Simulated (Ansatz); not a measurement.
`O[SiH](O)[SiH](O)F` + H₂ → `O[SiH2][SiH](O)O` + H–F  (hydrogenolysis of the Si–F bond)

Computed with Ansatz on PBE0-D4/def2-TZVP structures; ΔE is electronic, products minus reactants. CBS: MP2 limit from def2 TZ/QZ plus the TZ coupled-cluster correction, frozen cores. This one scheme is used for every species. Functionals use def2-TZVPP. B3LYP here is the variant with VWN-RPA as its local correlation; programs differ in this. One conformer a species, not always the lowest.

```
             level  ΔE (kcal/mol)  difference from CCSD(T)/CBS
           BLYP-D4           32.8                          1.7
            B97M-V           32.4                          1.3
          B3LYP-D4           32.2                          1.1
        r2SCAN0-D4           31.9                          0.8
          BHLYP-D4           32.4                          1.3
      CAM-B3LYP-D4           32.7                          1.6
            B2PLYP           32.1                          1.0
            r2SCAN           32.9                          1.8
              PBE0           29.2                         -1.9
     CCSD/def2-SVP           27.8                         -3.3
     HF/def2-TZVPP           31.3                          0.2
SCS-MP2/def2-TZVPP           31.8                          0.7
   CCSD/def2-TZVPP           30.5                         -0.6
CCSD(T)/def2-TZVPP           30.8                         -0.3
SCS-MP2/def2-QZVPP           32.1                          1.0
    CCSD/CBS(def2)           30.8                         -0.3
       CCSD(T)/CBS           31.1                            0
```

Largest T1 diagnostic among the species: 0.013.

At CCSD(T), def2-SVP lies −3.0 kcal/mol from the extrapolated value and def2-TZVPP −0.3 kcal/mol. From r2SCAN to r2SCAN0 (25 % exact exchange), in def2-TZVPP and without D4, ΔE moves by −1.1 kcal/mol. Leaving LDA and LC-ωPBE aside and taking each functional with its dispersion term where it has one, the values, not all of them listed here, spread over 3.5 kcal/mol, from HSE06-D4 to r2SCAN-D4.

CCSD(T)/CBS has its own doubt, a few kJ/mol and more with outer-core shells, so smaller differences from it don't rank the levels.
